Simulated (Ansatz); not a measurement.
C2H8B2 (`BCBC`), relaxed with RKS PBE0-D4/def2-TZVP in Ansatz from a PBE-D4/def2-SVP geometry. The force threshold is 0.005 eV/Å; the program also tests the step.

The species carries charge 0 and has multiplicity 1.

Start:

```xyz
12

B     0.451    0.078    1.754
C    -0.584    0.692    0.765
B    -0.633   -0.329   -0.440
C     0.404   -0.321   -1.612
H     1.647    0.219    1.563
H     0.092   -0.596    2.703
H    -1.586    0.809    1.222
H    -0.167    1.640    0.359
H    -1.523   -1.167   -0.456
H     1.244    0.394   -1.510
H    -0.151   -0.076   -2.548
H     0.805   -1.342   -1.797
```

| step | energy (eV) | largest force (eV/Å) | largest move (Å) |
| --- | --- | --- | --- |
| 1 | -3552.9849 | 0.500 | 0.000 |
| 2 | -3553.0231 | 0.151 | 0.021 |
| 3 | -3553.0261 | 0.082 | 0.017 |
| 4 | -3553.0265 | 0.031 | 0.009 |
| 5 | -3553.0266 | 0.027 | 0.012 |
| 6 | -3553.0267 | 0.008 | 0.003 |
| 7 | -3553.0267 | 0.008 | 0.002 |
| 8 | -3553.0268 | 0.011 | 0.015 |
| 9 | -3553.0269 | 0.018 | 0.019 |
| 10 | -3553.0270 | 0.033 | 0.034 |
| 11 | -3553.0272 | 0.044 | 0.030 |
| 12 | -3553.0274 | 0.060 | 0.042 |
| 13 (rejected) | -3553.0269 | 0.088 | 0.039 |
| 14 | -3553.0276 | 0.036 | 0.019 |
| 15 | -3553.0277 | 0.043 | 0.024 |
| 16 | -3553.0278 | 0.018 | 0.008 |
| 17 (rejected) | -3553.0278 | 0.014 | 0.006 |
| 18 | -3553.0279 | 0.010 | 0.003 |
| 19 | -3553.0279 | 0.008 | 0.013 |
| 20 | -3553.0279 | 0.004 | 0.005 |
| 21 | -3553.0279 | 0.005 | 0.006 |
| 22 (rejected) | -3553.0279 | 0.006 | 0.004 |
| 23 | -3553.0279 | 0.001 | 0.001 |

End:

```xyz
12

B     0.478    0.074    1.716
C    -0.620    0.637    0.780
B    -0.681   -0.304   -0.472
C     0.412   -0.313   -1.581
H     1.632    0.153    1.404
H     0.201   -0.478    2.742
H    -1.588    0.752    1.267
H    -0.235    1.591    0.392
H    -1.605   -1.066   -0.576
H     1.237    0.386   -1.433
H    -0.055   -0.107   -2.553
H     0.825   -1.324   -1.685
```

It took 87 s on 2 threads of an Arm Neoverse V1 on a shared host, with 0.35 GiB of host memory at the peak.
